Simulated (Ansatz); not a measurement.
Input file for Ansatz (a first-principles code): R-PBE/def2-TZVPP on HIZn (SMILES [ZnH][I]), atoms moved off the minimum. Elements past Kr take the def2 small-core potentials; no spin–orbit coupling.

Ansatz 0.2 input:
```yaml
crystal:
  periodic: [false, false, false]
  atoms:
    - {symbol: Zn, position_ang: [0.08771024, 0.01496487, -1.49592222]}
    - {symbol: H, position_ang: [-0.02582670, -0.08093777, -3.03731213]}
    - {symbol: I, position_ang: [0.06951466, 0.02195787, 0.93318080]}
basis:
  gaussian:
    orbitals: def2-TZVPP
hamiltonian:
  xc: {name: PBE}
scf: {lower_state_search: off}
output: {forces: true}
```

**Question.** Predict the final total energy.

**Answer.** -2077.4672 hartree.
